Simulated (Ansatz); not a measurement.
Geometry optimisation, RKS PBE-D4/6-31G* (Ansatz 0.2.0).

Input:

```yaml
crystal:
  periodic: [false, false, false]
  atoms:
    - { symbol: Al, position_ang: [0.0, 0.0, 0.0] }
    - { symbol: O, position_ang: [0.0, 0.0, 2.13] }
    - { symbol: Si, position_ang: [-1.3147, -0.4067, 3.0936] }
    - { symbol: H, position_ang: [-2.239, -1.2403, 2.3304] }
    - { symbol: H, position_ang: [-0.8506, -1.1432, 4.2657] }
    - { symbol: H, position_ang: [-1.9987, 0.8095, 3.5233] }
    - { symbol: O, position_ang: [1.5415, 0.0, -0.89] }
    - { symbol: H, position_ang: [1.8414, -0.9519, -1.0449] }
    - { symbol: H, position_ang: [-1.351, 0.0, -0.78] }
    - { symbol: O, position_ang: [0.0932, 1.9717, 0.6559] }
    - { symbol: H, position_ang: [0.4919, 2.0, 1.5834] }
    - { symbol: H, position_ang: [0.0589, 1.2457, 1.7601] }
basis:
  gaussian: { orbitals: "6-31G*" }
hamiltonian:
  xc: pbe
  dispersion: d4
relax:
  f_tol: 0.15
  max_steps: 25
  restrain:
    - { distance: [0, 9], at: 2.98, k: 30.0 }
    - { distance: [11, 1], at: 2.21, k: 30.0 }
    - { distance: [0, 1], at: 1.78, k: 30.0 }
    - { distance: [11, 9], at: 1.01, k: 30.0 }
```

Run as:

```bash
$ ansatz run input.yaml --threads 2 --pin off --max-ram 3072MiB --backend cpu --events-out ev --progress --plain --runs-dir out
```

Problem. Where does it end, and by what steps?

Solution. The forces met the threshold. The restraints hold the end off the free minimum. After 10 steps the energy has fallen by 2.723 eV (the restraints' own energy left out); H11 moved furthest, 1.16 Å. Parted: Al1–O10 (2.08 → 2.96 Å). Joined: O10–H12 (1.32 → 0.99 Å).

```
step  energy less start (eV)  largest force component (eV/Å)  accepted
   0                  0.0000                           4.531       yes
   1                  0.3406                           4.339       yes
   2                 -0.0465                           4.401       yes
   3                 -1.1565                           3.130       yes
   4                 -2.1820                           2.253       yes
   5                 -2.4926                           1.746       yes
   6                 -2.6308                           1.343       yes
   7                 -2.6840                           0.944       yes
   8                 -2.6903                           1.118       yes
   9                 -2.7027                           0.922       yes
  10                 -2.7233                           0.859       yes
```

```xyz
12
Properties=species:S:1:pos:R:3
Al -0.137 -0.208 0.103
O -0.260 -0.220 1.864
Si -1.412 -0.650 2.985
H -2.473 -1.540 2.396
H -0.768 -1.391 4.121
H -2.085 0.573 3.545
O 1.452 -0.157 -0.565
H 1.943 -0.959 -0.811
H -1.467 -0.341 -0.768
O 0.192 2.577 1.049
H 1.154 2.645 0.884
H 0.133 1.956 1.824
```

Run time: 23 s on 2 threads of Arm Neoverse V2 (shared host), peak memory 0.14 GiB.
